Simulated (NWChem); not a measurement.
All runs are NWChem calculations. System: H2AlF2N, charge 1, spin multiplicity 2, at the geometry of a parent with another charge or spin, in a state set for the comparison that need not be this species' ground state. Its SCF solution wasn't tested for a lower state. Level: ROCCSD(T)/pcseg-1, 8 core orbitals frozen.

The NWChem input:

```
start mol
memory heap 100 mb stack 700 mb global 1900 mb
charge 1
geometry units angstroms nocenter noautoz noautosym
  Al     0.000000     0.000000    -0.039887
  F      1.419794     0.000000    -0.889692
  F     -1.419794     0.000000    -0.889692
  N      0.000000     0.000000     1.708961
  H     -0.833010     0.000000     2.285132
  H      0.833010     0.000000     2.285132
end
basis spherical
  * library pcseg-1
end
scf
  rohf
  nopen 1
  maxiter 100
  thresh 1e-7
  semidirect memsize 60000000 filesize 0
  # guess.movecs holds the orbitals of an unrestricted PBE0 run
  vectors input guess.movecs swap 14 20 output mol.movecs
end
tce
  freeze core 8
  ccsd(t)
  2eorb
  2emet 13
  thresh 1e-6
  maxiter 100
  tilesize 24
end
task tce energy
```

Output (cleaned and shortened):

```
             Northwest Computational Chemistry Package (NWChem) 7.3.0
             --------------------------------------------------------

                                NWChem Input Module
                                -------------------

 Scaling coordinates for geometry "geometry" by  1.889725989
 (inverse scale =  0.529177249)

                             Geometry "geometry" -> ""
                             -------------------------

 Output coordinates in angstroms (scale by  1.889725989 to convert to a.u.)

  No.       Tag          Charge          X              Y              Z
 ---- ---------------- ---------- -------------- -------------- --------------
    1 Al                  13.0000     0.00000000     0.00000000    -0.03988700
    2 F                    9.0000     1.41979400     0.00000000    -0.88969200
    3 F                    9.0000    -1.41979400     0.00000000    -0.88969200
    4 N                    7.0000     0.00000000     0.00000000     1.70896100
    5 H                    1.0000    -0.83301000     0.00000000     2.28513200
    6 H                    1.0000     0.83301000     0.00000000     2.28513200

 Effective nuclear repulsion energy (a.u.)     158.5812590536

            Nuclear Dipole moment (a.u.)
            ----------------------------
        X                 Y               Z
 ---------------- ---------------- ----------------
     0.0000000000     0.0000000000     0.0000075589


 Summary of "ao basis" -> "" (spherical)
 ------------------------------------------------------------------------------
       Tag                 Description            Shells   Functions and Types
 ---------------- ------------------------------  ------  ---------------------
 *                          pcseg-1                   on all atoms

 Summary of "ao basis" -> "ao basis" (spherical)
 ------------------------------------------------------------------------------
       Tag                 Description            Shells   Functions and Types
 ---------------- ------------------------------  ------  ---------------------
 Al                         pcseg-1                  8       18   4s3p1d
 F                          pcseg-1                  6       14   3s2p1d
 N                          pcseg-1                  6       14   3s2p1d
 H                          pcseg-1                  3        5   2s1p

                                 NWChem SCF Module
                                 -----------------

  ao basis        = "ao basis"
  functions       =    70
  atoms           =     6
  closed shells   =    19
  open shells     =     1
  charge          =   1.00
  wavefunction    = ROHF
  use symmetry    = F
  symmetry adapt  = F

 Summary of "ao basis" -> "ao basis" (spherical)
 ------------------------------------------------------------------------------
       Tag                 Description            Shells   Functions and Types
 ---------------- ------------------------------  ------  ---------------------
 Al                         pcseg-1                  8       18   4s3p1d
 F                          pcseg-1                  6       14   3s2p1d
 N                          pcseg-1                  6       14   3s2p1d
 H                          pcseg-1                  3        5   2s1p

 Forming initial guess at       0.0s

 Swapping ROHF orbitals    14   20

 Starting SCF solution at       0.0s

 ----------------------------------------------
         Quadratically convergent ROHF

 Convergence threshold     :          1.000E-07
[...]
    5 H    1     0.68   0.66 -0.02  0.04
    6 H    1     0.68   0.66 -0.02  0.04

 Mulliken analysis of the open-shell density
 -------------------------------------------

    Atom       Charge   Shell Charges
 -----------   ------   -------------------------------------------------------
    1 Al  13     0.02  -0.00  0.00  0.00 -0.00  0.00  0.01 -0.00  0.01
    2 F    9     0.00   0.00  0.00  0.00  0.00  0.00  0.00
    3 F    9     0.00   0.00  0.00 -0.00  0.00  0.00  0.00
    4 N    7     0.97   0.00  0.00  0.00  0.60  0.37  0.00
    5 H    1     0.00   0.00 -0.00  0.00
    6 H    1     0.00   0.00 -0.00  0.00

       Multipole analysis of the density wrt the origin
       ------------------------------------------------

     L   x y z        total         open         nuclear
     -   - - -        -----         ----         -------
     0   0 0 0      1.000000     -1.000000     40.000000

     1   1 0 0      0.000000     -0.000000      0.000000
     1   0 1 0      0.000000     -0.000000      0.000000
     1   0 0 1      3.846216     -3.176789      0.000008

     2   2 0 0    -22.132071     -0.576792    134.530854
     2   1 1 0      0.000000     -0.000000      0.000000
     2   1 0 1     -0.000000      0.000000      0.000000
     2   0 2 0    -15.723413     -1.636110      0.000000
     2   0 1 1     -0.000000     -0.000000      0.000000
     2   0 0 2     -8.339565    -10.758096    161.255360

                   NWChem Extensible Many-Electron Theory Module
                   ---------------------------------------------


            General Information
            -------------------
      Number of processors :     1
         Wavefunction type : Restricted open-shell Hartree-Fock
          No. of electrons :    39
           Alpha electrons :    20
            Beta electrons :    19
           No. of orbitals :   140
            Alpha orbitals :    70
             Beta orbitals :    70
        Alpha frozen cores :     8
         Beta frozen cores :     8
     Alpha frozen virtuals :     0
      Beta frozen virtuals :     0
         Spin multiplicity : doublet
    Number of AO functions :    70
       Number of AO shells :    32
        Use of symmetry is : off
      Symmetry adaption is : off
         Schwarz screening : 0.10D-09

          Correlation Information
          -----------------------
          Calculation type : Coupled-cluster singles & doubles w/ perturbation
   Perturbative correction : (T)
            Max iterations :      100
        Residual threshold : 0.10D-05
     T(0) DIIS level shift : 0.00D+00
     L(0) DIIS level shift : 0.00D+00
     T(1) DIIS level shift : 0.00D+00
     L(1) DIIS level shift : 0.00D+00
     T(R) DIIS level shift : 0.00D+00
     T(I) DIIS level shift : 0.00D+00
   CC-T/L Amplitude update :  5-th order DIIS
                I/O scheme : Global Array Library
        L-threshold :  0.10D-05
        EOM-threshold :  0.10D-05
 no EOMCCSD initial starts read in
 TCE RESTART OPTIONS
 SLICE:      F
 D4D5:       F
 quantumc:   F
 qrotation:  F
 pwtce:      F
 qducc:      F
 nacto:                         0
 nrotv:                         0
 nrot:                          0

            Memory Information
            ------------------
          Available GA space size is     249027000 doubles
          Available MA space size is     104851756 doubles

 Maximum block size supplied by input
 Maximum block size        24 doubles

 tile_dim =     17

 -------------------------------------------------

 Global array virtual files algorithm will be used

 Parallel file system coherency ......... OK

 4-electron integrals stored in orbital form

 v2    file size   =          3170289
 4-index algorithm nr.  13 is used
 imaxsize =       30
 imaxsize ichop =        0


CCSD iterations
 ---------------------------------------------------------
 Iter          Residuum       Correlation     Cpu    Wall
 ---------------------------------------------------------
    1   0.1828561348293  -0.5688629131067     1.1     1.1
    2   0.0520233642884  -0.5704163001300     1.1     1.1
    3   0.0486007563632  -0.5782819472374     1.1     1.1
    4   0.0806392273245  -0.5797926677582     1.1     1.1
    5   0.1500383177906  -0.5797718554378     1.1     1.1
    6   0.0026254127229  -0.5809129514860     1.1     1.1
    7   0.0015926369318  -0.5806608749819     1.1     1.1
    8   0.0012277173816  -0.5806566984785     1.1     1.1
    9   0.0026176582311  -0.5806650360174     1.1     1.1
   10   0.0042290855261  -0.5806927258504     1.1     1.1
   11   0.0001482818926  -0.5806856615660     1.1     1.1
   12   0.0001846471137  -0.5806881624761     1.1     1.1
   13   0.0001915412643  -0.5806891803617     1.1     1.1
   14   0.0004173965761  -0.5806883483954     1.1     1.1
   15   0.0007097673626  -0.5806922593360     1.1     1.1
   16   0.0000121696043  -0.5806902774480     1.3     1.3
   17   0.0000120486212  -0.5806901637452     1.1     1.1
   18   0.0000116063190  -0.5806900068589     1.1     1.1
   19   0.0000248271604  -0.5806900039587     1.1     1.1
   20   0.0000415860731  -0.5806902272120     1.1     1.1
   21   0.0000010363435  -0.5806900362306     1.1     1.1
   22   0.0000012803713  -0.5806901177493     1.1     1.1
   23   0.0000013117013  -0.5806901214222     1.2     1.2
   24   0.0000028756939  -0.5806901182431     1.1     1.1
   25   0.0000048712669  -0.5806901449287     1.1     1.1
   26   0.0000000953783  -0.5806901321698     1.2     1.2
 -----------------------------------------------------------------
 Iterations converged
 CCSD correlation energy / hartree =        -0.580690132169763
 CCSD total energy / hartree       =      -496.738084317148548

 Singles contributions

 Doubles contributions
 CCSD(T)
 Using plain CCSD(T) code
             total no. of tasks          192
 total no. of tasks / no. procs          192
                         wl_min         1331           3.3
                         wl_max      6539203          13.7
        thresh for no. of tasks          192

 CCSD[T]  correction energy / hartree =        -0.010260294343967
 CCSD[T] correlation energy / hartree =        -0.590950426513730
 CCSD[T] total energy / hartree       =      -496.748344611492541
 CCSD(T)  correction energy / hartree =        -0.008425193530936
 CCSD(T) correlation energy / hartree =        -0.589115325700699
 CCSD(T) total energy / hartree       =      -496.746509510679459

 Task  times  cpu:      105.3s     wall:      105.3s

 Total times  cpu:      105.3s     wall:      105.3s
```
